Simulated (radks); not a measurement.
Spin polarisation of the 4d8 shell in the rhodium ion Rh+. Start: [Kr] 4d(up 4, down 4); electrons of 4d are moved from spin down to spin up, other shells keep equal spins. Calculated with a radial shooting solver on a logarithmic mesh with Libxc functionals: scalar-relativistic Kohn-Sham, SCAN, spin-polarised, spherical densities, finite nucleus; meta-GGA in the generalised Kohn-Sham scheme; Fermi nuclear charge, rms radius of each element as measured or else 0.836 A^(1/3) + 0.57 fm.

| moment (Bohr magnetons) | E - E(0) (eV) | e(4d up) (eV) | e(4d down) (eV) | 4p down minus up (eV) | 4s down minus up (eV) |
|---|---|---|---|---|---|
| 0 | 0.000 | -13.622 | -13.622 | 0.000 | 0.000 |
| 0.5 | -0.052 | -13.830 | -13.403 | 0.456 | 0.431 |
| 1 | -0.194 | -14.027 | -13.173 | 0.912 | 0.861 |
| 1.5 | -0.450 | -14.213 | -12.930 | 1.367 | 1.291 |
| 2 | -0.820 | -14.389 | -12.676 | 1.823 | 1.721 |

At moment 2 the spin-polarisation energy is -0.820 eV and the 4d exchange splitting 1.713 eV, that is 0.857 eV per Bohr magneton; E = -I m^2/4 would give I = 0.820 eV.
